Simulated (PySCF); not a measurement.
# Electron correlation in Ne⁺ (neon, charge +1)

[He] 2s2 2p5, 2P determinant. Calculation: PySCF 2.14, in aug-cc-pVDZ-DK (4s3p2d, 23 functions); the spin-free X2C one-electron Hamiltonian (Gaussian nucleus). Frozen: 1s2; 7 electrons correlated.

MP2 pair energies summed by pair of shells (mhartree):

```json
{"pair": "2p-2p", "energy": "-92.68", "share (%)": "65.2"}
{"pair": "2s-2p", "energy": "-42.06", "share (%)": "29.6"}
{"pair": "2s-2s", "energy": "-7.49", "share (%)": "5.3"}
```

Total MP2 correlation energy: -142.24 mhartree.

Same-spin part -35.66 and opposite-spin part -106.58 mhartree; SCS-MP2 scales them by 1/3 and 6/5 to -139.78 mhartree.

```json
{"level": "CCSD", "correlation energy (mhartree)": "-153.63"}
{"level": "(T)", "correlation energy (mhartree)": "-1.65"}
{"level": "CCSD(T)", "correlation energy (mhartree)": "-155.28"}
```

Diagnostics: T1 = 0.0053, D1 = 0.0085, largest double amplitude 0.031.

Task: Is a single reference adequate?

Result: Yes: T1 lies below 0.03 and no double amplitude reaches 0.07.
